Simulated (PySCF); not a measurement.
Species: C₄H₃N₂O₂ (charge -1).
SMILES: `O=C([O-])c1ncc[nH]1`

Structure optimised with GFN2-xTB, isolated species.

Take the most abundant isotopes and a rigid rotor. 

What are A, B and C (MHz)?

Ia = 92.34, Ib = 297.88, Ic = 390.22 u·Å²; 505379 MHz·u·Å²/I gives A = 5473, B = 1697, C = 1295 MHz.

Classify the top.

An asymmetric top: κ = (2 × 1697 − 5473 − 1295)/(5473 − 1295) = -0.81.

Is it planar, by Δ = Ic − Ia − Ib?

Planar: Δ = Ic − Ia − Ib = 0.00 u·Å². For a rigid frame Δ = −2 Σ m c², so it vanishes when all atoms lie in the ab plane; here none is more than 0.01 Å from it.

Give the coordinates in the principal-axis frame, origin at the centre of mass.

The sense of each axis is arbitrary; atoms in the order of the calculation.
| atom | mass (u) | a (Å) | b (Å) | c (Å) |
| --- | --- | --- | --- | --- |
| O1 | 15.995 | 2.157 | -1.047 | -0.001 |
| C2 | 12.000 | 1.468 | -0.027 | 0.000 |
| O3 | 15.995 | 1.817 | 1.172 | 0.001 |
| C4 | 12.000 | -0.073 | -0.162 | 0.000 |
| N5 | 14.003 | -0.899 | -1.186 | 0.001 |
| C6 | 12.000 | -2.148 | -0.654 | 0.000 |
| C7 | 12.000 | -2.091 | 0.712 | 0.000 |
| N8 | 14.003 | -0.762 | 1.006 | -0.001 |
| H9 | 1.008 | -3.019 | -1.286 | 0.001 |
| H10 | 1.008 | -2.857 | 1.464 | -0.001 |
| H11 | 1.008 | -0.273 | 1.890 | 0.000 |

List the rotational levels J(Ka,Kc) to J = 2 (K).

Above 0(0,0), as E/k:
J = 1: 1(0,1) 0.144, 1(1,1) 0.325, 1(1,0) 0.344
J = 2: 2(0,2) 0.429, 2(1,2) 0.593, 2(1,1) 0.651, 2(2,1) 1.194, 2(2,0) 1.196

Estimate the classical rotational partition function at 100 K, 200 K and 298.15 K.

Point group Cs, symmetry number σ = 1; q = (√π/σ)·√((kT/h)³/(ABC)), k/h = 20836.6 MHz/K: 48600 at 100 K, 137000 at 200 K, 250000 at 298.15 K.

Stationary, but not proved a minimum. No vibrational averaging or centrifugal distortion is included, and the geometry carries the error of its method.

Conformer computed: `[O:1]=[C:2]([O-:3])[c:4]1[n:5][cH:6][cH:7][nH:8]1`: O1–C2–C4–N5 0°.
